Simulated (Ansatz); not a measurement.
Gas-phase electronic energies from Ansatz, PBE0-D4/def2-TZVP geometries. CBS: MP2 limit from def2 TZ/QZ plus the TZ coupled-cluster correction, frozen cores. This one scheme is used for every species. For Ge outer-core shells are correlated without core-valence functions, which leaves a few kJ/mol of doubt a bond. Scalar relativity is left out up to krypton. Each species was taken in one conformer, which may not be the lowest.

Consider the ligand exchange at a B–C bond: `FB(S)[CH2][GeH3]` + HCl → `FB(S)Cl` + `[CH3][GeH3]`.

```json
{"species": "`FB(S)[CH2][GeH3]`", "HF/def2-TZVPP energy (Eh)": "-2638.56313"}
{"species": "HCl", "HF/def2-TZVPP energy (Eh)": "-460.09908"}
{"species": "`FB(S)Cl`", "HF/def2-TZVPP energy (Eh)": "-981.95048"}
{"species": "`[CH3][GeH3]`", "HF/def2-TZVPP energy (Eh)": "-2116.73778"}
```

**Question.** Work out ΔE.

**Answer.** ΔE = (-981.95048) + (-2116.73778) − (-2638.56313) − (-460.09908) = -0.02605 Eh = -68.4 kJ/mol. CCSD(T)/CBS gives -58.4 kJ/mol.

Largest T1 diagnostic among the species: 0.012.

In def2-TZVPP, CCSD(T) changes the Hartree–Fock value by +9.5 kJ/mol (the triples alone add +0.0 kJ/mol) and MP2 by +6.7 kJ/mol. The D4 term adds +6.0 kJ/mol with B3LYP and +3.7 kJ/mol with PBE0; it sums over pairs of atoms, weighted by their polarisabilities, and B3LYP, whose exchange is more repulsive, gets the larger term.

B3LYP here is the variant with VWN-RPA as its local correlation; programs differ in this.
